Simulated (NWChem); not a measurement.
System meant: BSiH4OCl; SMILES [SiH3]OBCl

The following NWChem deck was run.

```
start job
memory heap 200 mb stack 900 mb global 1100 mb
geometry units angstroms noautosym nocenter noautoz
  B     -0.982088    -0.705295    -0.001591
  Cl     0.517320    -1.680351     0.044327
  H     -2.018587    -1.288248    -0.017927
  O     -0.941310     0.632645    -0.017118
  Si     0.283671     1.793986    -0.004898
  H     -0.404477     3.104181    -0.034349
  H      1.141252     1.639284    -1.204480
  H      1.090735     1.667468     1.232420
end
basis spherical
  * library 6-31g*
end
dft
  xc m06-l
  iterations 150
end
property
  shielding 7 1 2 3 4 5 6 7
end
task dft property
```

End of the output:

```
 Vector   27  Occ=0.000000D+00  E= 6.022634D-02
              MO Center=  3.8D-01,  1.1D+00,  5.5D-03, r^2= 4.6D+00
   Bfn.  Coefficient  Atom+Function         Bfn.  Coefficient  Atom+Function
  ----- ------------  ---------------      ----- ------------  ---------------
    68      0.998601  6 H  s                 60     -0.863203  5 Si py
     6     -0.850901  1 B  s                 59      0.839357  5 Si px
    70     -0.589603  7 H  s                 72     -0.590820  8 H  s
    24      0.430411  2 Cl s                 25     -0.398415  2 Cl px
    55      0.346591  5 Si px                 7     -0.329128  1 B  px

 center of mass
 --------------
 x =  -0.00069417 y =  -0.02116638 z =   0.02206171

 moments of inertia (a.u.)
 ------------------
         787.756914008712          46.374499042326          -3.778926450108
          46.374499042326         165.123825567774          10.720612264377
          -3.778926450108          10.720612264377         931.056766225739

     Multipole analysis of the density
     ---------------------------------

     L   x y z        total         alpha         beta         nuclear
     -   - - -        -----         -----         ----         -------
     0   0 0 0     -0.000000    -24.000000    -24.000000     48.000000

     1   1 0 0      0.055763     -0.098576     -0.098576      0.252915
     1   0 1 0      0.684023     -2.688360     -2.688360      6.060742
     1   0 0 1     -0.007444     -0.491037     -0.491037      0.974630

     2   2 0 0    -29.598928    -58.219255    -58.219255     86.839583
     2   1 1 0      1.433199      7.714921      7.714921    -13.996643
     2   1 0 1     -0.046798     -0.964031     -0.964031      1.881264
     2   0 2 0    -28.953627   -220.724702   -220.724702    412.495777
     2   0 1 1      0.055079      2.658132      2.658132     -5.261185
     2   0 0 2    -28.261256    -19.500131    -19.500131     10.739005

          -----------------------------------------
          Chemical Shielding Tensors (GIAO, in ppm)
          -----------------------------------------

 ------------------------------------------------------------------------
  xm06: d2 not coded                    0
 ------------------------------------------------------------------------
 ------------------------------------------------------------------------
  current input line :
    23: task dft property
 ------------------------------------------------------------------------
 ------------------------------------------------------------------------
 This error has not yet been assigned to a category
 ------------------------------------------------------------------------
 For more information see the NWChem manual at https://nwchemgit.github.io

0: xm06: d2 not coded:Received an Error in Communication
```

Find the fault in this run and fix the input.

The program stopped with an error. Cause: this functional's second derivatives, which shieldings need, aren't coded here; the fix takes a hybrid GGA instead. This input runs:
```
start job
memory heap 200 mb stack 900 mb global 1100 mb
geometry units angstroms noautosym nocenter noautoz
  B     -0.982088    -0.705295    -0.001591
  Cl     0.517320    -1.680351     0.044327
  H     -2.018587    -1.288248    -0.017927
  O     -0.941310     0.632645    -0.017118
  Si     0.283671     1.793986    -0.004898
  H     -0.404477     3.104181    -0.034349
  H      1.141252     1.639284    -1.204480
  H      1.090735     1.667468     1.232420
end
basis spherical
  * library 6-31g*
end
dft
  xc pbe0
  iterations 150
end
property
  shielding 7 1 2 3 4 5 6 7
end
task dft property
```
It converges to -851.84999 Ha (PBE0/6-31G* (spherical d), GIAO).
